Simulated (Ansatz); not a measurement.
Cl₂FH₃OSi₂, SMILES `F[Si](Cl)(Cl)O[SiH3]` at its PBE0-D4/def2-TZVP geometry, where that method's forces vanish. Total charge 0; spin multiplicity 1.

```xyz
9

F    -0.9190   -1.8092    1.8801
Si   -1.0953   -0.7871    0.6960
Cl   -1.9480   -1.7639   -0.8550
Cl   -2.3116    0.6999    1.3253
O     0.3413   -0.2220    0.2970
Si    1.2781    0.7614   -0.6379
H     1.1430    0.3561   -2.0575
H     0.8347    2.1654   -0.4648
H     2.6769    0.5994   -0.1833
```

Q: What forces (eV/Å) does PBE-D4/def2-TZVPP give on these atoms in Ansatz? (Best estimate.)

A: The calculation gave: 
```
F1   0.089 -0.471  0.546
Si2 -0.324  0.145 -0.217
Cl3 -0.146 -0.171 -0.277
Cl4 -0.210  0.266  0.109
O5   0.330 -0.054  0.111
Si6  0.149  0.176 -0.171
H7  -0.006 -0.038 -0.163
H8  -0.040  0.162  0.013
H9   0.159 -0.016  0.048
```
